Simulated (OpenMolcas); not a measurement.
# Au2+: moving or changing the point charges

Au2+ among 2 point charges of -1 e arranged as a linear pair (D∞h), 1.9 Å from the ion.

* Program: OpenMolcas 26.06
* Method: SS-CASPT2, IPEA 0.25 Eh, imaginary shift 0.1 Eh (closed shells correlated: 5s 5p)
* Basis: ANO-RCC-VDZP [7s6p4d2f]
* Scalar Hamiltonian: DKH2, point nucleus
* Active space: 9 electrons in 5 orbitals (5d)
* State averaging: 2S+1 = 2 even, 5 roots
* Spin-orbit coupling: state interaction with AMFI integrals over the reference wave functions

Runs around this geometry, states (labels by Λ). Energies in cm-1 above the lowest state or level, χT in cm3 K/mol.

```tsv
R (Å)	q (e)	Ground state	First state of that spin	First gap with spin-orbit (degeneracies)	χT at 300 K
1.9	-0.8	2Σ	2Π 3290	2930 (2, 2)	0.972
1.74	-1	2Σ	2Π 3670	3270 (2, 2)	0.933
1.9	-1	2Σ	2Π 3270	2980 (2, 2)	0.960
1.98	-1	2Σ	2Π 3050	2810 (2, 2)	0.971
```

Taking the first state of the same spin as R^-n, n = -ln(3050 / 3670) / ln(1.98 / 1.74) = 1.4 between the shortest and longest distance.

Scaling the charges by -0.8 / -1 = 0.80 scales the first state of the same spin by 3290 / 3270 = 1.01; with fixed orbitals a first-order splitting would follow the charge.

Roots that are degenerate in the reference are averaged as groups; the widest CASPT2 spread within a group is 10 cm-1 (the 2-fold group of multiplicity 2 near 11100 cm-1 above the lowest state of its run, R = 1.74, q = -1). Shifts and gaps below about the spread of the groups concerned are not significant. Free-ion shares, where given, are those of the reference states; single-state CASPT2 does not remix them. Point charges carry no covalency, so the field is a model and not that of real ligands. No measured value stands beside these numbers.
